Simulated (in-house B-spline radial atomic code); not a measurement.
Configurations of Tc, with energies counted from [Kr] 4d5 5s2. Computed with a radial B-spline atomic code at the basis-set limit: scalar-relativistic (X2C) CAM-B3LYP, spin-polarised, spherical fractional occupations, exact exchange averaged over the configuration, Fermi nucleus of rms radius 4.41117 fm. Shells without spins written out take the highest spin.

Occupations are held fixed; configurations that lie above the ionisation limit could autoionise.

```
                configuration  E - E(ref) (eV)  highest orbital  its <r> (bohr)
             [Kr] 4d5 5s1 6p1           5.4521            6p up           11.47
             [Kr] 4d4 5s2 5p1           7.0964            5p up           4.003
    [Ar] 3d10 4s2 4p5 4d6 5s2             38.9          5s down            3.44
[Ar] 3d10 4s2 4p5 4d5 5s2 5p1           43.262            5p up           3.945
[Ar] 3d10 4s2 4p5 4d5 5s2 5f1            48.14            5f up           29.47
```

**Question.** Order these further configurations by energy, lowest first.
A. [Ar] 3d10 4s2 4p5 4d5 5s2 5d1
B. [Kr] 4d4 5s2 6p1
C. [Kr] 4d5 5s1 5p1
D. [Ar] 3d9 4s2 4p6 4d5 4f1 5s2
E. [Kr] 4d4 5s2 6f1

**Answer.** C (2.3305 eV), B (10.685 eV), E (12.049 eV), A (47.071 eV), D (263.87 eV).

**Question.** How far above the reference does [Kr] 4d5 5s1 5d1 lie?

**Answer.** 5.613 eV; its least bound orbital is 5d up with <r> = 10.17 bohr.
